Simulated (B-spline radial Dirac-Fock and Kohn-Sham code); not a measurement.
# What relativity does to the binding energies of Co¹⁰⁺

System: the Co¹⁰⁺ ion, configuration [Ne] 3s2 3p5.

Both columns are ΔSCF binding energies of the configuration average from a radial B-spline solver: non-relativistic Hartree-Fock with a point nucleus, and Dirac-Fock with a finite nucleus and the Coulomb interaction alone, averaged over the two j levels with weights 2j+1.

| shell | Hartree-Fock (eV) | Dirac-Fock (eV) | shift (eV) | shift (%) |
| --- | --- | --- | --- | --- |
| 1s | 7940.8 | 8017.4 | +76.56 | +0.96 |
| 2s | 1209.8 | 1226.0 | +16.27 | +1.34 |
| 3s | 348.1 | 351.4 | +3.31 | +0.95 |
| 3p | 305.3 | 306.0 | +0.75 | +0.25 |

Relativity binds 1s, 2s, 3s, 3p more strongly, among those listed most of all 2s in relative terms.

Values without a named source are computed, but for edge energies of neutral atoms, which are taken from tables.
